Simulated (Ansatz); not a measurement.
Reactions of H₅N₂OSc (`[NH2][Sc]([NH2])[OH]`).

Program: Ansatz. Geometries: PBE0-D4/def2-TZVP. ΔE: electronic, gas phase. CCSD(T)/CBS is the MP2 limit (def2-TZVPP, def2-QZVPP) plus CCSD(T) − MP2 in def2-TZVPP, frozen cores. This one scheme is used for every species. For Ge, Mg, Sc outer-core shells are correlated without core-valence functions, which leaves a few kJ/mol of doubt a bond. Scalar relativity is left out up to krypton. One conformer a species, not always the lowest.

Question: Order these by ΔE at CCSD(T)/CBS, lowest first. (Best estimate.)
A. `[NH2][Sc]([NH2])[OH]` + `CC(C)OB(N)F` → `[NH2][Sc]([OH])[F]` + `CC(C)OB(N)N`
B. `[NH2][Sc]([NH2])[OH]` + `[F][Mg][O][SiH3]` → `[NH2][Sc]([OH])[O][SiH3]` + `[NH2][Mg][F]`
C. `[NH2][Sc]([NH2])[OH]` + `C=C[Si](N)(Cl)O[SiH3]` → `[NH2][Sc]([NH2])[NH2]` + `C=C[Si](O)(Cl)O[SiH3]`
D. `[NH2][Sc]([NH2])[OH]` + `C[N](C)[Ge][F]` → `C[N](C)[Sc]([NH2])[NH2]` + `[OH][Ge][F]`
E. `[NH2][Sc]([NH2])[OH]` + `NB(O)O` → `[NH2][Sc]([OH])[OH]` + `NB(N)O`

Answer: A (-15.2 kcal/mol), E (-9.5 kcal/mol), B (-1.5 kcal/mol), C (+7.9 kcal/mol), D (+15.7 kcal/mol).

Largest T1 diagnostic: 0.016, for `[NH2][Sc]([OH])[F]`.
